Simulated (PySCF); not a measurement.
# TlAs: from constants to spectrum

UHF-CCSD(T) constants of TlAs, ³Σ⁻ (triplet), unpaired electrons π ↑↑ (Tl def2-SVP with ECP60, As def2-SVP; scalar-relativistic core potentials (PySCF 2.14); masses 204.9744 and 74.9216 u):

| Item | Value |
| --- | --- |
| ωe | 151.7 cm⁻¹ |
| ωexe | 0.35 cm⁻¹ |
| Be | 0.037611 cm⁻¹ |
| αe | 0.000122 cm⁻¹ |
| De to Tl + As | 1.25 eV |

(1) What force constant and bond length do these constants imply?

(2) Estimate the centrifugal constant D from the Kratzer relation and find the Dunham coefficient a1.

Correlated steps freeze 13 core orbitals. Correlated levels converge slowly with the basis: in double zeta they bind strong bonds too weakly, by up to about 1 eV, and carry superposition errors of some tenths. Spin–orbit coupling is left out, which matters for elements this heavy, above all for dissociation energies. The state was picked by a PBE0 search and need not be the measured ground state.

Results:

(1) Reduced mass μred = 54.867 u; k = 5.8918×10⁻⁷·μred·ωe² (u, cm⁻¹, mdyn/Å) = 0.744 mdyn/Å; Re = √(16.8576/(μred·Be)) (u, cm⁻¹, Å) = 2.858 Å.

(2) D = 4Be³/ωe² = 9.25e-09 cm⁻¹; a1 = −1 − αeωe/(6Be²) = -3.18.
